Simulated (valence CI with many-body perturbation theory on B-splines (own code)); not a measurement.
## Level structure of Ho³⁶⁺

Method: valence CI with perturbative core correlation (CI+MBPT): three valence electrons over a frozen Dirac-Fock core [Ar] 3d10, a basis of 11 s, 11 p, 10 d, 8 f, 5 g, 2 h functions for each j, with the one-electron correlation potential Σ1, the two-electron term Σ2, the three-electron term Σ3, Breit, model QED; selected CI, second order for the rest, scaled by the run's own slope (own B-spline code, finite nucleus).

No measured spectrum was set against this ion. As an estimate, large intervals hold to a few tenths of a per cent, small ones and those within an open d or f shell to about a per cent.

Levels 181 to 192 of 192, with energies above the lowest level, 4s²4p ²P°_1/2. "Leading %" is the weight of the configuration and term that name the level; weights of strongly mixed levels are sums over their largest components and can fall short. In the jj column 3d3/2^4 stands for four electrons in 3d with j = 3/2. Lifetimes count E1, E2, E3, M1 and M2 decay at the calculated energies, and are blank where another channel may lead or the interval is too uncertain; long ones can be off by a factor of two.

```csv
No.,Configuration,Term,J,E (Ry),Leading %,g,Lifetime,Leading jj
181,4s4d4f,⁴D°,3/2,45.482,20,1.086,1.18 ps,4s 4d3/2 4f5/2 (24 %)
182,4s4d4f,⁴F°,9/2,45.566,50,1.271,1.67 ps,4s 4d5/2 4f7/2 (53 %)
183,4s4d4f,⁴D°,1/2,45.578,53,0.449,1.41 ps,4s 4d3/2 4f5/2 (36 %)
184,4s4d4f,⁴P°,5/2,45.589,44,1.370,1.05 ps,4s 4d3/2 4f7/2 (68 %)
185,4s4d4f,⁴D°,3/2,45.635,28,1.053,1.28 ps,4s 4d3/2 4f5/2 (26 %)
186,4p4d²,²P°,1/2,45.714,58,0.603,1.08 ps,4p3/2 4d3/2 4d5/2 (54 %)
187,4p²4f,⁴G°,11/2,45.719,29,1.157,2.36 ps,4p3/2^2 4f7/2 (43 %)
188,4s4d4f,⁴G°,5/2,45.755,18,1.013,1.21 ps,4p3/2^2 4f5/2 (38 %)
189,4s4d4f,²H°,9/2,45.792,66,0.961,1.51 ps,4s 4d3/2 4f7/2 (30 %)
190,4s4d4f,⁴G°,7/2,45.821,15,1.084,1.32 ps,4p3/2^2 4f5/2 (39 %)
191,4s4d4f,²G°,9/2,45.858,22,1.161,1.84 ps,4s 4d5/2 4f7/2 (40 %)
192,4s4d4f,²G°,7/2,45.879,35,0.957,1.21 ps,4s 4d5/2 4f5/2 (55 %)
```

Names give the largest LS component (configuration and term), which can be under half, so a name can repeat, a term be missing and a line seem to break the LS rules; names also repeat where a configuration has a term twice.

Where two levels of one J and parity lie close, their mixing, g and order are uncertain.
